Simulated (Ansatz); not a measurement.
Isolated molecules relaxed with PBE0-D4/def2-TZVP in Ansatz; ΔE leaves out vibrations. CCSD(T)/CBS is the MP2 limit (def2-TZVPP, def2-QZVPP) plus CCSD(T) − MP2 in def2-TZVPP, frozen cores. This one scheme is used for every species. DFT in def2-TZVPP. B3LYP here is the variant with VWN-RPA as its local correlation; programs differ in this. For Ge outer-core shells are correlated without core-valence functions, which leaves a few kJ/mol of doubt a bond. Scalar relativity is left out up to krypton. Each species was taken in one conformer, which may not be the lowest.

`[SiH3][NH][GeH3]` + `[CH3][Al]([OH])[F]` → `[CH3][Al]([F])[O][GeH3]` + `N[SiH3]`  (ligand exchange at a Ge–N bond)

Task: Is it downhill or uphill in electronic energy at CCSD(T)/CBS, and by how much? (Estimate.)

Result: Ansatz gave: Downhill: ΔE = -24.2 kJ/mol.

Task: What do these levels give: PBE-D4, r2SCAN-D4, ωB97X-V, B2PLYP, PBE, r2SCAN, B3LYP, HF/def2-TZVPP, MP2/def2-TZVPP, SCS-MP2/def2-TZVPP, CCSD/def2-TZVPP, MP2/CBS(def2)? (An estimate is asked.)

Result: Computed: PBE-D4 -23.2, r2SCAN-D4 -28.4, ωB97X-V -28.3, B2PLYP -30.2, PBE -25.1, r2SCAN -28.7, B3LYP -31.6, HF/def2-TZVPP -38.9, MP2/def2-TZVPP -24.9, SCS-MP2/def2-TZVPP -28.5, CCSD/def2-TZVPP -27.4, MP2/CBS(def2) -22.9 kJ/mol.

Largest T1 diagnostic among the species: 0.012.

The D4 term adds +3.2 kJ/mol with B3LYP and +1.6 kJ/mol with PBE0; it sums over pairs of atoms, weighted by their polarisabilities, and B3LYP, whose exchange is more repulsive, gets the larger term. In def2-TZVPP, CCSD(T) changes the Hartree–Fock value by +12.7 kJ/mol (the triples alone add +1.2 kJ/mol) and MP2 by +14.0 kJ/mol.
